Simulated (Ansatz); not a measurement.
```yaml
crystal:
  periodic: [true, true, true]
  atoms:
    - {symbol: C, position_ang: [0.355735, -1.487527, -0.592409]}
    - {symbol: Si, position_ang: [0.652105, 0.035684, 0.433949]}
    - {symbol: C, position_ang: [-0.823846, 1.246871, 0.165110]}
    - {symbol: F, position_ang: [-2.000464, 0.690182, 0.523735]}
    - {symbol: F, position_ang: [-0.950255, 1.602527, -1.131222]}
    - {symbol: Cl, position_ang: [-0.605678, 2.733798, 1.123271]}
    - {symbol: H, position_ang: [-0.572679, -1.979072, -0.294439]}
    - {symbol: H, position_ang: [0.286628, -1.231750, -1.651729]}
    - {symbol: H, position_ang: [1.174751, -2.199490, -0.465894]}
    - {symbol: H, position_ang: [1.866123, 0.779660, 0.021692]}
    - {symbol: H, position_ang: [0.682879, -0.248081, 1.888536]}
basis:
  gaussian: {orbitals: def2-SVPD, final_grid: {core_spheres: 5, valence_spheres: 4, degree: 11}, point_charges: [{charge: -1.00, position_ang: [4.512, -0.798, 0.986]}]}
hamiltonian: {xc: {name: wB97X}}
output: {forces: true}
```

```sh
$ ansatz run in.yaml --threads 4 --pin off --events-out ev --progress --plain --max-ram 10444MiB
```

It prints (some lines left out):

```
Error: YAML parse error: error: line 2 column 3: crystal: missing field `lattice` (a structure is typed as `lattice` and `atoms`, a molecule's as `atoms` in Å alone, or read from a run's directory, `checkpoint`)
 --> <input>:2:3
1 | crystal:
2 |   periodic: [true, true, true]
3 |   atoms:
4 |     - {symbol: C, position_ang: [0.355735, -1.487527, -0.592409]}
```

In this input the molecule is marked periodic without a cell. The input was rejected before any iteration.
